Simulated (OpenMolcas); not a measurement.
# Ru⁺: from CASSCF to CASPT2

```json
{
  "Program": "OpenMolcas",
  "Basis": "ANO-RCC-VTZP [7s6p4d2f1g]",
  "Scalar Hamiltonian": "DKH2, point nucleus",
  "Active space": "7 electrons in 5 orbitals (4d)",
  "State averaging": "2S+1 = 4 even, 10 roots; 2S+1 = 2 even, 40 roots",
  "Spin-orbit coupling": "RASSI with atomic mean-field integrals over the reference wave functions, term energies averaged over their components"
}
```

Methods on the same reference wave functions:
A. CASSCF
B. SS-CASPT2, IPEA 0.25 Eh, imaginary shift 0.1 Eh (closed shells correlated: 4s 4p)
C. MS-CASPT2, IPEA 0.25 Eh, imaginary shift 0.1 Eh (closed shells correlated: 4s 4p)
D. XMS-CASPT2, IPEA 0.25 Eh, imaginary shift 0.1 Eh (closed shells correlated: 4s 4p)

Energies in cm-1 above 4d7 4F 9/2, the measured ground level; measured values from NIST Handbook of Basic Atomic Spectroscopic Data.

```json
{"Level": "4d7 4F 9/2", "A": "0.0", "B": "0.0", "C": "0.0", "D": "0.0", "Measured": "0.0"}
{"Level": "4d7 4F 7/2", "A": "1524", "B": "1545", "C": "1545", "D": "1534", "Measured": "1523"}
{"Level": "4d7 4F 5/2", "A": "2557", "B": "2550", "C": "2550", "D": "2540", "Measured": "2494"}
{"Level": "4d7 4F 3/2", "A": "3232", "B": "3200", "C": "3200", "D": "3190", "Measured": "3104"}
{"Level": "4d7 4P 5/2", "A": "12978", "B": "9630", "C": "9630", "D": "9390", "Measured": "8257"}
{"Level": "4d7 4P 3/2", "A": "13119", "B": "9850", "C": "9680", "D": "9560", "Measured": "8478"}
{"Level": "4d7 2G 9/2", "A": "13380", "B": "11260", "C": "11280", "D": "12150", "Measured": ""}
{"Level": "4d7 4P 1/2", "A": "14067", "B": "10760", "C": "10690", "D": "10490", "Measured": "9374"}
{"Level": "4d7 2G 7/2", "A": "14900", "B": "12780", "C": "12780", "D": "13680", "Measured": ""}
{"Level": "4d7 2P 3/2 [57 %]", "A": "17518", "B": "14440", "C": "13760", "D": "14110", "Measured": ""}
{"Level": "4d7 2H 11/2", "A": "17714", "B": "15040", "C": "15350", "D": "15950", "Measured": ""}
{"Level": "4d7 2P 1/2", "A": "19101", "B": "16290", "C": "15210", "D": "15700", "Measured": ""}
{"Level": "4d7 2H 9/2", "A": "19179", "B": "16550", "C": "16840", "D": "17460", "Measured": ""}
{"Level": "4d7 2D 5/2(1)", "A": "19320", "B": "15680", "C": "15690", "D": "15930", "Measured": ""}
{"Level": "4d7 2D 3/2(1) [66 %]", "A": "21851", "B": "18450", "C": "18140", "D": "18410", "Measured": ""}
{"Level": "4d7 2F 5/2", "A": "29698", "B": "23450", "C": "23440", "D": "24180", "Measured": ""}
{"Level": "4d7 2F 7/2", "A": "30404", "B": "24190", "C": "24190", "D": "24930", "Measured": ""}
{"Level": "4d7 2D 3/2(2)", "A": "46302", "B": "37400", "C": "37420", "D": "37590", "Measured": ""}
{"Level": "4d7 2D 5/2(2)", "A": "47036", "B": "38150", "C": "38150", "D": "38280", "Measured": ""}
```

Deviations, from unrounded energies. A percentage is the sum of absolute deviations over the sum of measured energies, with the sign that they share, or ± where signs differ.

```tsv
Against measurement	Levels	A	B	C	D
mean absolute deviation (cm-1)	6	2400	720	680	580
fine structure of the ground term (%)	3	+2.7	+2.5	+2.5	+2.1
other terms of the ground configuration (%)	3	+53.8	+15.8	+14.9	+12.8
```

D lies closest to measurement on these levels and A furthest from it. The largest miss of D in the table is 4d7 4P 5/2, by +1100 cm-1. The ranking rests on the paired levels alone, and a cruder setting can come out closer through cancelling errors.

Among B to D the level of the table that moves most is 4d7 2P 1/2, by 1100 cm-1 (lowest in C, highest in B). Moves below CASPT2's spread within the term are not significant.

The mean deviations of B to D differ by less than CASPT2's widest spread within a term (2500 cm-1), so their order carries little weight.

From A to B the spin-free energies of the other terms of 4d7 shown, above 4F, scale by factors of 0.72 to 0.84, as is usual when dynamic correlation screens the repulsion within a d or f shell.

The lowest spin-free term lies below A's lowest term by 0.479 hartree in B, 0.479 hartree in C, 0.487 hartree in D.

CASPT2 does not keep the components of a term degenerate, so their means are used; among the terms shown or strongly mixed into the levels shown the widest spread is 2500 cm-1 (4d7 2G, D). Configurations with an s electron lie low at this charge and mix in, so terms can be misplaced. The CASPT2 spread within a term exceeds the gap to the next term for 4d7 2P and 4d7 2H, so the order of their levels is uncertain (figures for B; the like holds for C, D). Without dynamic correlation excited terms often stand tens of per cent too high (terms of higher spin than the ground term too low), and those without a measured partner can miss by more than the paired ones (holds for A). Some terms miss by over 15 % even with CASPT2, which points to a basis or an active space too small for the shells correlated (holds for B; C). Measured partners are found by configuration, term and J. A level has none where our copy of the source lacks it or the pairing is in doubt (some pairs that miss far off the trend of their configuration count as doubtful), and it then counts in no deviation. Only configurations of the active space appear.

A share in square brackets marks a mixed level and gives the weight of the term that names it, the lowest over the columns. A number in round brackets counts repeated terms of one configuration in the order of the reference energies.
